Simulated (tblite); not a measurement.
C₅H₇N₂O₂ (doublet state).
SMILES with atom numbers: `[CH3:1][c:2]1[cH:3][n:4][c:5]([O:6][CH2:7][O:8])[nH:9]1` (hydrogens: H10, H11, H12 on C1; H13 on C3; H14, H15 on C7; H16 on N9)

A start from a force field or distance geometry was refined with tblite 0.8.0, GFN2-xTB geometry optimisation, gas phase. Values at the start:

```csv
coordinate,start
C1–C2,1.458 Å
C1–H10,1.103 Å
C2–C3,1.398 Å
C2–N9,1.372 Å
C3–N4,1.363 Å
C3–H13,1.086 Å
N4–C5,1.300 Å
C5–O6,1.327 Å
C5–N9,1.360 Å
O6–C7,1.444 Å
C7–O8,1.330 Å
C7–H14,1.103 Å
N9–H16,1.007 Å
C1–C2–C3,132.9°
C1–C2–N9,124.1°
C2–N9–C5,108.7°
C3–C2–N9,103.1°
N4–C5–O6,129.9°
C5–O6–C7,116.9°
O6–C5–N9,118.8°
O6–C7–O8,106.3°
N4–C5–O6–C7,-1°
```

**Question.** How do these coordinates change at the GFN2-xTB level?

**Answer.** 
```json
{"coordinate": "C7–O8", "GFN2-xTB (Å or °)": "1.266", "change": "-0.064"}
{"coordinate": "C1–C2", "GFN2-xTB (Å or °)": "1.481", "change": "+0.023"}
{"coordinate": "C2–C3", "GFN2-xTB (Å or °)": "1.375", "change": "-0.023"}
{"coordinate": "O6–C7", "GFN2-xTB (Å or °)": "1.466", "change": "+0.022"}
{"coordinate": "C7–H14", "GFN2-xTB (Å or °)": "1.122", "change": "+0.019"}
{"coordinate": "C3–H13", "GFN2-xTB (Å or °)": "1.071", "change": "-0.015"}
{"coordinate": "C5–O6", "GFN2-xTB (Å or °)": "1.314", "change": "-0.013"}
{"coordinate": "C1–H10", "GFN2-xTB (Å or °)": "1.090", "change": "-0.013"}
{"coordinate": "N4–C5", "GFN2-xTB (Å or °)": "1.311", "change": "+0.011"}
{"coordinate": "C3–N4", "GFN2-xTB (Å or °)": "1.357", "change": "-0.006"}
{"coordinate": "C5–N9", "GFN2-xTB (Å or °)": "1.366", "change": "+0.006"}
{"coordinate": "N9–H16", "GFN2-xTB (Å or °)": "1.006", "change": "-0.001"}
{"coordinate": "C2–N9", "GFN2-xTB (Å or °)": "1.373", "change": "+0.001"}
{"coordinate": "O6–C7–O8", "GFN2-xTB (Å or °)": "114.0", "change": "+7.7"}
{"coordinate": "C3–C2–N9", "GFN2-xTB (Å or °)": "105.0", "change": "+1.9"}
{"coordinate": "C2–N9–C5", "GFN2-xTB (Å or °)": "106.8", "change": "-1.9"}
{"coordinate": "C5–O6–C7", "GFN2-xTB (Å or °)": "118.4", "change": "+1.5"}
{"coordinate": "N4–C5–O6", "GFN2-xTB (Å or °)": "128.6", "change": "-1.3"}
{"coordinate": "C1–C2–N9", "GFN2-xTB (Å or °)": "122.9", "change": "-1.2"}
{"coordinate": "O6–C5–N9", "GFN2-xTB (Å or °)": "119.6", "change": "+0.8"}
{"coordinate": "C1–C2–C3", "GFN2-xTB (Å or °)": "132.1", "change": "-0.8"}
{"coordinate": "N4–C5–O6–C7", "GFN2-xTB (Å or °)": "0", "change": "+1"}
```

The energy falls by 22.0 kJ/mol over 30 L-BFGS steps, the largest force on an atom goes from 2.78 to 0.009 eV/Å, and the atoms move by 0.050 Å rms after alignment. The bond that changes most is C7–O8 (ends: carbon bonded to 2 O and 2 H; oxygen bonded to C), which shortens by 0.064 Å. Bonds longer at the end by more than 0.005 Å: 6 of 16; shorter: 8. Rotational constants go from 6365, 833.6, 743.7 to 6529, 825.6, 739.6 MHz.

GFN2-xTB frequencies show an imaginary mode (58i cm⁻¹), so the point is no minimum at that level.

Conformer computed: `[CH3:1][c:2]1[cH:3][n:4][c:5]([O:6][CH2:7][O:8])[nH:9]1`: N4–C5–O6–C7 0°, C5–O6–C7–O8 180°.

One conformer stands for the species.
